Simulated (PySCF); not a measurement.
Isomers of C4H8Si, mass 84.040 u with the commonest isotopes. The calculation used PBE0-D3(BJ)/def2-SVP geometry optimisation, gas phase in PySCF. One conformer each, none proved a minimum here; rigid rotors.

Question: Order these by rotational constant B, smallest first.
A. `C1=CC[SiH2]C1`
B. `CC#CC[SiH3]`
C. `[CH2:1]=[CH:2][SiH:3]1[CH2:4][CH2:5]1` with C1–C2–Si3–C4 -27°

Answer: B (1503 MHz), C (2714 MHz), A (4511 MHz).

Question: Order these by rotational constant A, largest first.
A. `[CH2:1]=[CH:2][SiH:3]1[CH2:4][CH2:5]1` with C1–C2–Si3–C4 -27°
B. `C1=CC[SiH2]C1`
C. `CC#CC[SiH3]`

Answer: C (12444 MHz), A (7692 MHz), B (5927 MHz).

Question: Order these by radius of gyration √(Σ m r²/M), largest first.
A. `[CH2:1]=[CH:2][SiH:3]1[CH2:4][CH2:5]1` with C1–C2–Si3–C4 -27°
B. `CC#CC[SiH3]`
C. `C1=CC[SiH2]C1`

Answer: B (2.100 Å), A (1.659 Å), C (1.508 Å).

```csv
SMILES,point group,Ia (u·Å²),Ib (u·Å²),Ic (u·Å²),κ,μa (D),μb (D),μc (D)
C=C[SiH]1CC1,–,65.70,186.21,210.64,-0.88,0.55,0.16,0.01
CC#CC[SiH3],–,40.61,336.14,364.43,-0.98,0.46,0.26,0.00
C1=CC[SiH2]C1,C2v,85.26,112.03,185.13,0.11,0.35,0.00,0.01
```
